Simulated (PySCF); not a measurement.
## Steps of a relaxation of Dy(SH)3

Dy(SH)3 (singlet in the valence; each metal's 4f electrons, 9 of them, lie in its core potential, out of spins and levels). PySCF 2.14.0, RKS r2SCAN, Dy lcecp-1-SVP with ECP55, S def2-SVP, H def2-SVP; non-relativistic Hamiltonian with scalar-relativistic core potentials where named; density fitting; no spin-orbit coupling. Origin of the start: displaced along the imaginary mode. Columns: position (Å) and force (eV/Å). Energies are counted from the last step; some of the 27 steps are shown. Forces carry noise of the integration grid, about 0.01 to 0.03 eV/Å.

Run from Python with OMP_NUM_THREADS=2. Where DIIS fails, smearing, a level shift and second-order steps follow.
It took 3.9 min on 2 threads of Arm Neoverse N1, with other jobs on the host, from the converged density of the start.

```xyz
7
step 0  E = 0.388 eV
Dy    0.0000    0.0000   -0.3411     0.00    0.00    0.03
S     2.4325    0.0067    0.5253    -0.15   -0.05    0.56
H     2.0772   -0.2500    1.8313     0.14    0.04   -0.57
S    -1.2221    2.1033    0.5253     0.12   -0.11    0.56
H    -0.8221    1.9239    1.8313    -0.11    0.11   -0.57
S    -1.2104   -2.1100    0.5253     0.03    0.16    0.56
H    -1.2551   -1.6739    1.8313    -0.04   -0.15   -0.57
```

```xyz
7
step 9  E = 0.070 eV
Dy    0.0000    0.0000   -0.1078     0.01    0.00    0.05
S     2.3916    0.3818    0.7518     0.00   -0.05    0.07
H     2.2844   -0.7295    1.5271     0.03    0.04   -0.08
S    -1.5265    1.8803    0.7518     0.04    0.03    0.07
H    -0.5104    2.3431    1.5271    -0.05    0.00   -0.09
S    -0.8652   -2.2621    0.7518    -0.04    0.03    0.07
H    -1.7739   -1.6136    1.5271     0.02   -0.04   -0.09
```

```xyz
7
step 17  E = 0.011 eV
Dy    0.0000    0.0000    0.4296     0.01    0.00    0.07
S     2.5145    0.3997    0.8774    -0.03   -0.08    0.02
H     2.7712   -0.8897    1.2223    -0.04    0.08   -0.04
S    -1.6034    1.9778    0.8774     0.09    0.01    0.02
H    -0.6152    2.8448    1.2223    -0.05   -0.07   -0.04
S    -0.9111   -2.3775    0.8774    -0.06    0.07    0.01
H    -2.1561   -1.9551    1.2223     0.09   -0.01   -0.04
```

Where does the relaxation end?

It converges at step 26 in C3:
```xyz
7
step 26  E = 0
Dy    0.0000    0.0000    0.7901
S     2.5441    0.4094    0.9624
H     2.8351   -0.9144    1.0172
S    -1.6266    1.9986    0.9624
H    -0.6256    2.9125    1.0172
S    -0.9175   -2.4080    0.9624
H    -2.2095   -1.9980    1.0172
```

How did the contacts change?


```csv
contact,start (Å),end (Å)
Dy1–S2 (SH),2.582,2.583
Dy1–S4 (SH),2.582,2.583
Dy1–S6 (SH),2.582,2.583
```


No frequency check is given that shows the relaxed geometry to be a minimum. An lcecp potential fixes the number of 4f electrons, so in runs with it no electron can move into or out of that shell.
